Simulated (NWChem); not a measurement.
Molecule: C2H6ClSb; SMILES [CH3][Sb]([CH3])[Cl]

No frequency run checked for a minimum. def2 effective core potentials on Sb; no spin-orbit coupling.

Q: Give the equilibrium geometry at PBE0/def2-SVP with def2 effective core potentials on Sb (NWChem) as a Z-matrix, with the point group.

A: point group Cs; any orientation.
```
Sb
C 1 2.1639
H 2 1.0986 1 109.41
H 2 1.0987 3 109.53 1 -120.44
H 2 1.1009 3 109.79 4 -119.80
C 1 2.1639 2 93.94 3 51.02
H 6 1.0986 1 109.41 2 -51.02
H 6 1.0987 7 109.53 1 120.44
H 6 1.1009 7 109.79 8 119.80
Cl 1 2.3963 2 94.70 3 -44.03
```
